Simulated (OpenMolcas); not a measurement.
Pt: effect of the basis set

```json
{
 "Program": "OpenMolcas 26.06",
 "Method": "MS-CASPT2, IPEA 0.25 Eh, imaginary shift 0.1 Eh (closed shells correlated: 5s 5p)",
 "Active space": "10 electrons in 6 orbitals (5d 6s)",
 "State averaging": "2S+1 = 3 even, 15 roots; 2S+1 = 1 even, 20 roots kept (CI in the orbitals of an earlier block)",
 "Spin-orbit coupling": "RASSI with atomic mean-field integrals over the reference wave functions, term energies averaged over their components"
}
```

A. ANO-R1 [7s5p4d2f], X2C, finite nucleus; CASPT2 step roughly 6 core-seconds
B. ANO-RCC-VDZP [7s6p4d2f], DKH2, point nucleus; CASPT2 step roughly 5 core-seconds
C. ANO-R2 [8s6p5d3f1g], X2C, finite nucleus; CASPT2 step of the order of 30 core-seconds
D. ANO-RCC-VTZP [8s7p5d3f1g], DKH2, point nucleus; CASPT2 step of the order of 11 core-seconds
E. ANO-RCC-VQZP [9s8p6d4f2g1h], DKH2, point nucleus; CASPT2 step of the order of 22 core-seconds
F. ANO-R3 [9s7p6d4f2g2h], X2C, finite nucleus; CASPT2 step of the order of 24 core-seconds

Energies in cm⁻¹ above 5d⁹ 6s ³D₃, the measured ground level; measured values from NIST Handbook of Basic Atomic Spectroscopic Data.

```tsv
Level	A	B	C	D	E	F	Measured
5d⁸ 6s² ³F₄	-2630	-2200	-1938	-2300	-1446	-1250	824
5d⁹ 6s ³D₃	0.0	0.0	0.0	0.0	0.0	0.0	0.0
5d⁸ 6s² ³F₃	6620	7150	7370	6960	7870	8040	10117
5d¹⁰ ¹S₀	9810	7320	6590	5480	4600	4930	6140
5d⁹ 6s ³D₁	10560	10670	10560	10530	10570	10540	10132
5d⁸ 6s² ³P₁	17350	17880	16420	16180	16990	17200	18567
5d⁸ 6s² ¹G₄	20490	20890	19730	19710	20300	20380	21967
5d⁸ 6s² ³P₀	20840	20930	19650	19280	20000	20230
```

A puts 5d⁸ 6s² ³F₄ lowest. B puts 5d⁸ 6s² ³F₄ lowest. C puts 5d⁸ 6s² ³F₄ lowest. D puts 5d⁸ 6s² ³F₄ lowest. E puts 5d⁸ 6s² ³F₄ lowest. F puts 5d⁸ 6s² ³F₄ lowest.

Deviations, from unrounded energies. A percentage is the sum of absolute deviations over the sum of measured energies, with the sign that they share, or ± where signs differ.

```csv
Against measurement,Levels,A,B,C,D,E,F
mean absolute deviation (cm-1),6,2300,1600,1800,2000,1600,1500
fine structure of the ground term (%),1,+4.3,+5.3,+4.2,+3.9,+4.3,+4.1
other configurations (%),5,±23.1,±15.5,±18.0,-20.1,-16.1,-14.4
```

F lies closest to measurement on these levels and A furthest from it. The largest miss of F in the table is 5d⁸ 6s² ³F₃, by -2100 cm-1. The ranking rests on the paired levels alone, and a cruder setting can come out closer through cancelling errors.

The two smallest mean deviations differ by little beside CASPT2's spread within terms, so their order carries little weight.

Among A to F the level of the table that moves most is 5d¹⁰ ¹S₀, by 5200 cm-1 (lowest in E, highest in A). Moves below CASPT2's spread within the term are not significant.

Term energies are means over components that CASPT2 splits; among the terms shown or strongly mixed into the levels shown the widest spread is 1600 cm-1 (5d⁸ 6s² ¹G, D). Over all roots computed the reference weight is 0.83 to 0.88 in D, 0.81 to 0.88 in E, 0.82 to 0.88 in F; the roots of lowest weight are the least certain, and an intruder state may touch them. Terms from blocks run as CI alone lack orbitals of their own. The lowest computed level is not the ground level that NIST lists (3D3). Configurations are named by rounded mean occupations; where the s occupation lies near a half they are strongly mixed, a name can repeat and a true partner stay unpaired. A single d shell beside an s shell can misplace configurations of different d count against each other. The lowest spin-free term belongs to 5d⁹ 6s, not to the configuration of the lowest level. The CASPT2 spread within a term exceeds the gap to the next term for 5d⁹ 6s ³D and 5d⁸ 6s² ³F, so the order of their levels is uncertain, and so are names and mixing where such terms share a J (figures for A; the like holds for B, D, E, F). Some levels mix across a computed gap that differs much from the measured one, so their mixing is not that of the real levels (holds for E; F). Computed and measured levels are paired by configuration, term and J; levels that our copy of the source lacks, or whose pairing is in doubt (as where it misses far off the trend of its configuration), stay unpaired and out of the deviations. Levels of configurations outside the active space are missing. The table leaves out levels that lie high or whose names do not pair safely across all columns.
